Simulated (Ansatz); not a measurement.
`C[SiH2][GaH][Cl]` + HBr → `[Cl][GaH][Br]` + `C[SiH3]` at 400 K and 1 bar (cleavage of the Ga–Si bond).

Gas-phase electronic energies from Ansatz, PBE0-D4/def2-TZVP geometries. CCSD(T)/CBS is the MP2 limit (def2-TZVPP, def2-QZVPP) plus CCSD(T) − MP2 in def2-TZVPP, frozen cores. This one scheme is used for every species. For Br, Ga outer-core shells are correlated without core-valence functions, which leaves a few kJ/mol of doubt a bond. Scalar relativity is left out up to krypton. One conformer a species, not always the lowest.

| species | CCSD(T)/CBS energy (Eh) | H − E (kJ/mol) | S (J/(mol·K)) |
| --- | --- | --- | --- |
| `C[SiH2][GaH][Cl]` | -2714.51932 | 197.8 | 417.9 |
| HBr | -2573.91920 | 27.6 | 207.2 |
| `[Cl][GaH][Br]` | -4957.74201 | 45.1 | 337.0 |
| `C[SiH3]` | -330.73916 | 180.9 | 277.1 |

H − E and S are ideal-gas, rigid-rotor, harmonic terms from PBE0-D4/def2-TZVP, for one conformer and one mirror image of each species. 1 Eh = 2625.50 kJ/mol, R = 8.31446 J/(mol·K).

Problem. By hand: ΔE, ΔH, ΔS and ΔG.

Solution. ΔE = (-4957.74201) + (-330.73916) − (-2714.51932) − (-2573.91920) = -0.04265 Eh = -112.0 kJ/mol. Δ(H − E) = 45.1 + 180.9 − 197.8 − 27.6 = 0.6, so ΔH = -111.4 kJ/mol. ΔS = 337.0 + 277.1 − 417.9 − 207.2 = -11.0 J/(mol·K). ΔG = -111.4 − 400 × (-11.0)/1000 = -107.0 kJ/mol.

Problem. By hand: the equilibrium constant, and the temperature at which ΔG would vanish if ΔH and ΔS stayed fixed.

Solution. log₁₀ K = −ΔG/(RT ln 10) = 14.0. ΔG = 0 at ΔH/ΔS = 10127 K, far beyond where these terms or the molecules hold.

The number of gas molecules stays the same, so ΔS is small and ΔH decides. A doubt of 5 kJ/mol in ΔE shifts log₁₀ K by 0.7 here. Other conformers and mirror images would add mixing entropy, several J/(mol·K) or more a flexible species. Modes under 60 cm⁻¹, often nearly free rotors, make the harmonic entropy too high. These are equilibria of isolated gas molecules and say nothing of rates. Largest T1 diagnostic: 0.012 (customary marks: 0.02 for closed shells, 0.045 for open ones).
